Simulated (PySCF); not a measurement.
**Electronic structure of Cd³⁺ (cadmium, charge +3) at the UHF level**

Configuration: [Kr] 4d9, 2D determinant. Calculation: PySCF 2.14, in cc-pVTZ-PP with ECP28MDF (5s5p4d2f1g, 63 functions); scalar relativity through the core potential.

- Total energy: -164.678423 hartree
- One-electron energy: -272.6007 hartree
- Hartree (Coulomb) energy: 121.6793 hartree
- Exchange energy: -13.7570 hartree
- ⟨S²⟩: 0.7521
- ⟨L²⟩: 6.024
- Sum of ⟨r⟩: 18.43 bohr
- Sum of ⟨r²⟩: 23.07 bohr²
- Traceless quadrupole moment −½Σ⟨3z² − r²⟩ along its main axis: -0.443 e·bohr²
- Time after the integrals: 0.25 s of wall time on 1 thread of Intel(R) Xeon(R) 6975P-C (shared host)

```csv
shell,electrons,mean orbital energy (hartree),spread (hartree),"rms radius, mean of both spins (bohr)"
4s α,1,-6.15984,0,0.943
4s β,1,-6.06971,0,0.943
4p α,3,-4.49027,0.07455,1.03
4p β,3,-4.38168,0.05761,1.03
4d α,5,-2.01095,0.08805,1.29
4d β,4,-1.96399,0.06642,1.29
```

Energies and moments cover only the electrons outside the core potential.
